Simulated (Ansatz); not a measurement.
Reaction (ligand exchange at a B–C bond): `CCBNC` + `OCF` → `CNBOCF` + ethane

Gas-phase electronic energies from Ansatz, PBE0-D4/def2-TZVP geometries. CCSD(T)/CBS adds triple-zeta CCSD(T) − MP2 to the extrapolated MP2 energy (def2 sets, frozen cores). This one scheme is used for every species. One conformer a species, not always the lowest.

```
 species  MP2/def2-TZVPP energy (Eh)
 `CCBNC`                  -199.52452
   `OCF`                  -214.66852
`CNBOCF`                  -334.60403
    `CC`                   -79.63077
```

**Question.** Work out ΔE.

**Answer.** ΔE = (-334.60403) + (-79.63077) − (-199.52452) − (-214.66852) = -0.04176 Eh = -1.14 eV. CCSD(T)/CBS gives -1.12 eV.

Largest T1 diagnostic among the species: 0.012.

In def2-TZVPP, CCSD(T) changes the Hartree–Fock value by +0.15 eV (the triples alone add +0.01 eV) and MP2 by +0.15 eV.
